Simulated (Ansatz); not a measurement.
Computed with Ansatz on PBE0-D4/def2-TZVP structures; ΔE is electronic, products minus reactants. CCSD(T)/CBS adds triple-zeta CCSD(T) − MP2 to the extrapolated MP2 energy (def2 sets, frozen cores). DFT in def2-TZVPP. B3LYP here is the variant with VWN-RPA as its local correlation; programs differ in this. For Ge outer-core shells are correlated without core-valence functions, which leaves a few kJ/mol of doubt a bond. Scalar relativity is left out up to krypton. Each species was taken in one conformer, which may not be the lowest.

Reaction (formal exchange of groups at a Ge–O bond): `F[Si](Cl)(Cl)[O][GeH3]` + `F[SiH]1CO1` → `F[Si]1([GeH3])CO1` + `O[Si](F)(Cl)Cl`

(1) Is it downhill or uphill in electronic energy at CCSD(T)/CBS, and by how much? (Best estimate.)

(2) What do these levels give: r2SCAN-D4, B3LYP-D4, ωB97X-V, ωB97M-V, PBE0, HF/def2-TZVPP, SCS-MP2/def2-TZVPP, CCSD(T)/def2-TZVPP, HF/def2-QZVPP, SCS-MP2/def2-QZVPP, HF/CBS(def2), CCSD/CBS(def2)? (Best estimate.)

Largest T1 diagnostic among the species: 0.013.

Results:

(1) Ansatz gave: Uphill: ΔE = +0.29 eV.

(2) The calculation gave: r2SCAN-D4 0.21, B3LYP-D4 0.29, ωB97X-V 0.31, ωB97M-V 0.29, PBE0 0.13, HF/def2-TZVPP 0.57, SCS-MP2/def2-TZVPP 0.43, CCSD(T)/def2-TZVPP 0.32, HF/def2-QZVPP 0.59, SCS-MP2/def2-QZVPP 0.42, HF/CBS(def2) 0.60, CCSD/CBS(def2) 0.31 eV.

In def2-TZVPP, CCSD(T) changes the Hartree–Fock value by −0.25 eV (the triples alone add −0.03 eV) and MP2 by −0.21 eV. From PBE to PBE0 (25 % exact exchange), in def2-TZVPP and without D4, ΔE moves by +0.07 eV.
